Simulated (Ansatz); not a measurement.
A made-up structure of H2SeSO, closed shell:

```json
{"atom": "S1", "x (Å)": "-0.9810", "y (Å)": "-1.2157", "z (Å)": "0.1739"}
{"atom": "O2", "x (Å)": "1.5495", "y (Å)": "0.3721", "z (Å)": "0.3424"}
{"atom": "Se3", "x (Å)": "-0.1205", "y (Å)": "-0.0393", "z (Å)": "0.9534"}
{"atom": "H4", "x (Å)": "-1.5333", "y (Å)": "-0.4480", "z (Å)": "-0.7902"}
{"atom": "H5", "x (Å)": "1.2445", "y (Å)": "1.0021", "z (Å)": "-0.3291"}
```

It is relaxed with PBE-D4/def2-SVP and then PBE0-D4/def2-TZVP (Ansatz 0.2.0). Atoms count as bonded within 1.22 times the sum of their covalent radii (H–H: 0.88 Å). The end point is not checked to be a true minimum.

**Question.** Does its bonding change? (A judgement: the text doesn't fix the answer.)

**Answer.** By the calculation: No: no bond forms or breaks.

Where it ends: The first stage lowers the energy by 5.65 eV in 8 steps. It ends as H₂SeSO ([OH][Se][SH]):
| atom | x (Å) | y (Å) | z (Å) |
| --- | --- | --- | --- |
| S1 | -1.0396 | -1.3514 | -0.0011 |
| O2 | 1.5381 | 0.3754 | 0.3357 |
| Se3 | -0.0214 | 0.1383 | 1.1965 |
| H4 | -1.7085 | -0.5290 | -0.8329 |
| H5 | 1.3907 | 1.0379 | -0.3477 |

Labels in which every atom is bracketed show which atoms are joined, not bond orders.

For scale, one of the runs: PBE0-D4/def2-TZVP relaxation, 128 basis functions, launched by `ansatz run in.yaml --threads 2 --pin off --events-out ev --progress --plain --max-ram 4352MiB`. The run took about 21 s on 2 CPU threads of an Arm Neoverse V2 (shared host).
